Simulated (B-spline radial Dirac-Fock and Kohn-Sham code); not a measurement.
# Ionisation energies of barium ions, computed and tabulated

Model: multi-electron Dirac-Fock with separately optimised hole states, Breit and Lamb-shift corrections added in first order. Program: a radial B-spline solver. Each value is the difference of the configuration-average energies of two neighbouring ions in their tabulated ground configurations. Correlation energy is missing from these numbers. NIST's values refer to the lowest levels; many for high charge states are themselves semi-empirical or theoretical. Where a p, d or f shell is open in either ion the computed value averages over both j values and all terms, while the table refers to the lowest levels; that difference holds spin-orbit splitting (largest in heavy or highly charged ions), term energies where several electrons share open shells, and correlation, and it can reach 10 % or more.

```csv
ion,configuration,computed (eV),NIST (eV),kind,NIST − computed (eV)
Ba³⁹⁺,[Ne] 3s2 3p5,2934.2,2901 ± 4,theoretical,-33.23
Ba⁴⁰⁺,[Ne] 3s2 3p4,3023.5,2994 ± 4,theoretical,-29.51
Ba⁴¹⁺,[Ne] 3s2 3p3,3113.7,3081 ± 4,theoretical,-32.70
Ba⁴²⁺,[Ne] 3s2 3p2,3204.8,3266 ± 4,theoretical,+61.20
Ba⁴³⁺,[Ne] 3s2 3p1,3296.8,3363 ± 4,theoretical,+66.20
Ba⁴⁴⁺,[Ne] 3s2,3546.1,3546 ± 4,theoretical,-0.07
Ba⁴⁵⁺,[Ne] 3s1,3640.3,3640 ± 4,theoretical,-0.27
Ba⁴⁶⁺,[He] 2s2 2p6,8457.1,8326 ± 4,theoretical,-131.08
Ba⁴⁷⁺,[He] 2s2 2p5,8707.5,8565 ± 4,theoretical,-142.50
Ba⁴⁸⁺,[He] 2s2 2p4,8961.0,8831 ± 4,theoretical,-130.02
Ba⁴⁹⁺,[He] 2s2 2p3,9217.6,9077 ± 4,theoretical,-140.64
Ba⁵⁰⁺,[He] 2s2 2p2,9477.4,9739 ± 4,theoretical,+261.65
Ba⁵¹⁺,[He] 2s2 2p1,9740.2,10023 ± 4,theoretical,+282.83
Ba⁵²⁺,[He] 2s2,10376.7,10376 ± 4,theoretical,-0.74
Ba⁵³⁺,[He] 2s1,10616.2,10616.42 ± 0.05,theoretical,+0.27
Ba⁵⁴⁺,1s2,43482.5,43485.37 ± 0.04,theoretical,+2.82
Ba⁵⁵⁺,1s1,44561.7,44561.63 ± 0.024,theoretical,-0.04
```

Q: Where in this range is the largest relative jump, and why?

A: From Ba⁵³⁺ (10616.2 eV) to Ba⁵⁴⁺ (43482.5 eV), a factor of 4.10. The configuration goes from [He] 2s1 to 1s2, so the next electron comes out of a deeper subshell.
